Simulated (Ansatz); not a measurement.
Consider the redistribution: `[OH][In]([SH])[Br]` + `NB(Br)O[SiH3]` → `[NH2][In]([SH])[Br]` + `OB(Br)O[SiH3]`.

Gas-phase electronic energies from Ansatz, PBE0-D4/def2-TZVP geometries. CCSD(T)/CBS is the MP2 limit (def2-TZVPP, def2-QZVPP) plus CCSD(T) − MP2 in def2-TZVPP, frozen cores. DFT in def2-TZVPP. Elements past krypton have def2 core potentials. For Br, In outer-core shells are correlated without core-valence functions, which leaves a few kJ/mol of doubt a bond. Scalar relativity is left out up to krypton. Each species was taken in one conformer, which may not be the lowest.

```json
{"level": "PBE-D4", "ΔE (kcal/mol)": "1.1", "difference from CCSD(T)/CBS": "0.8"}
{"level": "ωB97X-V", "ΔE (kcal/mol)": "0.5", "difference from CCSD(T)/CBS": "0.2"}
{"level": "B2PLYP", "ΔE (kcal/mol)": "0.7", "difference from CCSD(T)/CBS": "0.4"}
{"level": "PBE0", "ΔE (kcal/mol)": "0.4", "difference from CCSD(T)/CBS": "0.1"}
{"level": "HF/def2-TZVPP", "ΔE (kcal/mol)": "-0.3", "difference from CCSD(T)/CBS": "-0.6"}
{"level": "CCSD/def2-TZVPP", "ΔE (kcal/mol)": "-0.4", "difference from CCSD(T)/CBS": "-0.7"}
{"level": "CCSD(T)/def2-TZVPP", "ΔE (kcal/mol)": "-0.3", "difference from CCSD(T)/CBS": "-0.6"}
{"level": "HF/def2-QZVPP", "ΔE (kcal/mol)": "-0.2", "difference from CCSD(T)/CBS": "-0.5"}
{"level": "SCS-MP2/def2-QZVPP", "ΔE (kcal/mol)": "0.3", "difference from CCSD(T)/CBS": "0.0"}
{"level": "CCSD/CBS(def2)", "ΔE (kcal/mol)": "0.2", "difference from CCSD(T)/CBS": "-0.1"}
{"level": "CCSD(T)/CBS", "ΔE (kcal/mol)": "0.3", "difference from CCSD(T)/CBS": "0"}
```

Largest T1 diagnostic among the species: 0.013.
